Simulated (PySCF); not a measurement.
How the method moves the HOMO and LUMO of `C=C(CF)O[SiH3]`

Compound: C₃H₇FOSi.
SMILES with atom numbers: `[CH2:1]=[C:2]([CH2:3][F:4])[O:5][SiH3:6]` (hydrogens: H7, H8 on C1; H9, H10 on C3; H11, H12, H13 on Si6)

Structure used (PBE0-D3(BJ)/def2-SVP), in Å, numbered top down from 1:
```xyz
13
C3H7FOSi angstrom
C     -0.5471   -1.2540    0.5456
C     -0.1871   -0.3595   -0.3777
C     -0.4715   -0.5081   -1.8421
F     -1.1334   -1.6675   -2.1150
O      0.4735    0.8007   -0.1573
Si     0.8724    1.4479    1.3456
H     -0.3235   -1.1211    1.6066
H     -1.0787   -2.1521    0.2333
H     -1.0770    0.3522   -2.1796
H      0.4823   -0.4847   -2.3990
H     -0.3655    1.6636    2.1500
H      1.5425    2.7378    1.0406
H      1.7940    0.5337    2.0811
```

Basis pcSseg-1 throughout (PySCF), one geometry. The structure is a single PBE0-D3(BJ)/def2-SVP conformer in the gas phase; no vibrational or solvent corrections.

Task: How do the orbital energies, the gap and the dipole change with the method?

Result: 
```json
{"method": "B97-2", "kind": "global hybrid", "HOMO (eV)": "-6.77", "LUMO (eV)": "0.19", "gap (eV)": "6.96", "μ (D)": "1.86", "SCF cycles": "13"}
{"method": "PBE0", "kind": "global hybrid", "HOMO (eV)": "-7.02", "LUMO (eV)": "0.16", "gap (eV)": "7.18", "μ (D)": "1.86", "SCF cycles": "14"}
{"method": "mPW1PW91", "kind": "global hybrid", "HOMO (eV)": "-7.05", "LUMO (eV)": "0.19", "gap (eV)": "7.24", "μ (D)": "1.87", "SCF cycles": "14"}
{"method": "BHandHLYP", "kind": "global hybrid", "HOMO (eV)": "-8.07", "LUMO (eV)": "1.09", "gap (eV)": "9.16", "μ (D)": "1.94", "SCF cycles": "13"}
{"method": "CAM-B3LYP", "kind": "range-separated hybrid", "HOMO (eV)": "-8.35", "LUMO (eV)": "1.22", "gap (eV)": "9.57", "μ (D)": "1.88", "SCF cycles": "13"}
{"method": "wB97X-D", "kind": "range-separated hybrid", "HOMO (eV)": "-8.89", "LUMO (eV)": "1.99", "gap (eV)": "10.87", "μ (D)": "1.90", "SCF cycles": "14"}
{"method": "LC-wPBE", "kind": "range-separated hybrid", "HOMO (eV)": "-9.73", "LUMO (eV)": "2.42", "gap (eV)": "12.15", "μ (D)": "1.88", "SCF cycles": "13"}
```

The HOMO spans 2.97 eV, from B97-2 down to LC-wPBE, and the gap runs from 6.96 eV (B97-2) to 12.15 eV (LC-wPBE). Over the methods B97-2 (21 %), PBE0 (25 %), mPW1PW91 (25 %), BHandHLYP (50 %), a straight line through the gap against the share of exact exchange rises by 0.77 eV for each 10 % (correlation coefficient 0.999). The dipole ranges from 1.86 D (B97-2) to 1.94 D (BHandHLYP). This basis has no diffuse functions.
